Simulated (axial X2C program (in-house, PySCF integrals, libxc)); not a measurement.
## Potential curves of ZrIn, 2c

All values were computed with an axial X2C code built on PySCF integrals. Two-component (2c) means X2C with spin–orbit coupling and atomic mean-field two-electron Coulomb and Gaunt terms. Basis: In dyall-cv3z [11s12p9d4f1g], Zr dyall-cv3z [11s12p9d6f3g] (cores contracted in-house); Gaussian nuclei, density fitting, unrestricted open shells. Masses: In 114.904 u, Zr 89.905 u.

State: Ω = 1/2 (⟨Sz⟩ = 2.49, ⟨Lz⟩ = -1.99 at PBE0). Energies in kJ/mol from the lowest point of each curve. Fits are polynomials in 1 − R0/R over 0.85 to 1.23 times the lowest point R0.

| R (Å) | PBE0 |
| --- | --- |
| 2.6282 | 9.05 |
| 2.7121 | 1.78 |
| 2.7960 | 0.00 |
| 2.8939 | 2.97 |
| 2.9917 | 9.73 |
| 3.1175 | 21.92 |

The state is one determinant whose occupation by symmetry is held fixed; it was picked as the lowest of a PBE0 search that is not exhaustive. Density functionals use the spin component along the axis (collinear). Other states lie close and PBE0, whose exact exchange favours high spin, may order them wrongly; the determinant shown need not be the ground state. The nearest other 2c determinant of the search, Ω = 9/2, lies 0.07 eV up at the distance of the search. Without a current term, density functionals place determinants with orbital angular momentum somewhat too high. The spin of this state cannot come from the lowest atoms; the curve heads to a higher limit, and no De is given. With several unpaired electrons one determinant need not be a pure state.

What are Re and ωe at the PBE0 level?

At PBE0, 2c: Re = 2.787 Å, ωe ≈ 182 cm⁻¹; Be follows as 0.043 cm⁻¹.
